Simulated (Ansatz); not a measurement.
A run on C₂H₆B₂O, SMILES `BC(=C)BO` with other settings.

```yaml
crystal:
  periodic: [false, false, false]
  atoms:
    - {symbol: B, position_ang: [-1.481809, -0.051845, -0.013411]}
    - {symbol: C, position_ang: [0.031210, -0.106650, 0.263784]}
    - {symbol: C, position_ang: [0.435323, -0.559813, 1.467043]}
    - {symbol: B, position_ang: [1.120237, 0.333271, -0.769861]}
    - {symbol: O, position_ang: [0.795634, 0.800422, -1.995096]}
    - {symbol: H, position_ang: [-1.918191, 0.342478, -1.064359]}
    - {symbol: H, position_ang: [-2.268163, -0.403910, 0.818497]}
    - {symbol: H, position_ang: [1.489830, -0.625804, 1.732557]}
    - {symbol: H, position_ang: [-0.272378, -0.880536, 2.229003]}
    - {symbol: H, position_ang: [2.292011, 0.272681, -0.513239]}
    - {symbol: H, position_ang: [-0.158404, 0.822705, -2.134417]}
basis:
  gaussian: {orbitals: aug-cc-pVTZ}
hamiltonian: {xc: {name: r2SCAN0}, dispersion: d3bj}
output: {forces: true}
```

```sh
$ ansatz run in.yaml --threads 2 --pin off --events-out ev --progress --plain --max-ram 4352MiB
```

It prints (some lines left out):

```
Warning: the engine holds no damping parameters fitted to this dispersion correction and functional, so the run takes those fitted to r2scan0 beside the three-body term, which d3bj leaves out (hamiltonian.dispersion, under Limitations)
Functional definition: r2SCAN0
1467 factors; their error is unknown
mean field evaluation 1: about -5561.4109 eV, gradient 6.3e1 eV
mean field evaluation 2: about -5558.8877 eV, gradient 7.3e1 eV
mean field evaluation 4: about -5569.6749 eV, gradient 4.3e0 eV
mean field evaluation 8: about -5569.7195 eV, gradient 1.2e-1 eV
mean field evaluation 16: about -5569.6936 eV, gradient 3.6e-4 eV
mean field -5569.69360608 eV, -204.6824647494 hartree, gradient 6.2e-5 eV, S^2 0.000000; 0 other end points of the search recorded, 0 dependent functions left out
reference -5569.69362323 eV, -204.6824653798 hartree; 18, 18 occupied and 350, 350 virtual orbitals, 1467 factors
Total energy: -5569.75948941 eV, -204.6848859171 hartree
Atom 0 at    -1.481809    -0.051845    -0.013411 Å, force    -0.087059    -0.000565    -0.006933 eV/Å
Atom 1 at     0.031210    -0.106650     0.263784 Å, force     0.061260    -0.049150     0.131513 eV/Å
Atom 2 at     0.435323    -0.559813     1.467043 Å, force    -0.007711     0.012320    -0.032556 eV/Å
Atom 3 at     1.120237     0.333271    -0.769861 Å, force     0.060284     0.010860    -0.020707 eV/Å
Atom 4 at     0.795634     0.800422    -1.995096 Å, force    -0.330337    -0.039214     0.071996 eV/Å
Atom 5 at    -1.918191     0.342478    -1.064359 Å, force     0.057664    -0.043398     0.116841 eV/Å
Atom 6 at    -2.268163    -0.403910     0.818497 Å, force     0.094367     0.039655    -0.092502 eV/Å
Atom 7 at     1.489830    -0.625804     1.732557 Å, force    -0.180360     0.013915    -0.052661 eV/Å
Atom 8 at    -0.272378    -0.880536     2.229003 Å, force     0.119576     0.057357    -0.136791 eV/Å
Atom 9 at     2.292011     0.272681    -0.513239 Å, force    -0.127471     0.003122    -0.019006 eV/Å
Atom 10 at    -0.158404     0.822705    -2.134417 Å, force     0.339785    -0.004902     0.040808 eV/Å
Dipole moment:    -0.165443    -0.120308     0.295576 e Å
```

Run time 13 s (2 threads of an INTEL XEON PLATINUM 8581C on a shared host); peak host memory 1.5 GiB.
